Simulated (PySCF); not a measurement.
# Assignment exercise: C4H3F5O

Structure with atom numbers: `[F:1][C@@H:2]1[CH2:3][C@:4]1([F:5])[O:6][C:7]([F:8])([F:9])[F:10]` (H(Xn): hydrogen on atom n). Ha(C3) is cis to F1 on the ring; Hb(C3) is trans to F1 on the ring.

No solvent model, non-relativistic, a single conformation, rapidly exchanging positions averaged. B3LYP/pcJ-1 coupling constants (spin–dipole term only in couplings to heteroatoms); PBE0-D3(BJ)/def2-SVP geometry; shieldings: GIAO PBE0/pcSseg-1; PySCF.

δ = σ(ref) − σ, references computed at the same level: ¹³C (σref 184.41), ¹H (σref 31.27) vs TMS.

**Question.** Assign these signals to the numbered atoms. ¹³C{¹H} NMR (computed): δ 128.3 (C, qd, J = 339.0, 1.9 Hz), 97.1 (C, ddq, J = 353.1, 5.3, 2.0 Hz), 72.4 (CH, dd, J = 312.4, 15.7 Hz), 19.8 (CH2, dd, J = 10.9, 9.2 Hz).

**Answer.** 
```tsv
δ (ppm)	atoms	environment	reason
128.3	C7	CF3 carbon	4 electronegative neighbours deshield it
97.1	C4	three-membered-ring carbon	2 electronegative neighbours deshield it
72.4	C2	three-membered-ring carbon	–
19.8	C3	three-membered-ring carbon	–
```

**Question.** Assign these signals to the numbered atoms. ¹H NMR (300 MHz, computed): δ 4.53 (m, 1H), 1.53 (m, 1H), 1.52 (m, 1H).

**Answer.** 
4.53 → H(C2), hydrogen on a three-membered-ring carbon: its carbon carries F, which withdraws density
1.53 → Ha(C3), hydrogen on a three-membered-ring carbon
1.52 → Hb(C3), hydrogen on a three-membered-ring carbon

Ha(C3) and Hb(C3) lie closer than the usual error of such a calculation, so a measured spectrum could show them in the other order.

C–F couplings over four or more bonds (about 3 Hz to the para carbon of a fluoroarene) are left out. Common functionals overestimate the size of one-bond C–F couplings by tens of Hz; these are unscaled. Splittings below 1 Hz are ignored in the labels, and close J values are merged. Unscaled 3J(H,H) at this level run about 10 % above measured values. Shifts are as computed. Against solution values, carbons near 30 ppm lie about +2 ppm off and those near 130 ppm about +5 ppm. Of 1211 compounds with measured shifts, 218 miss one by over three times the rms of a fit or turn the order of signals round; such compounds aren't used in these exercises.
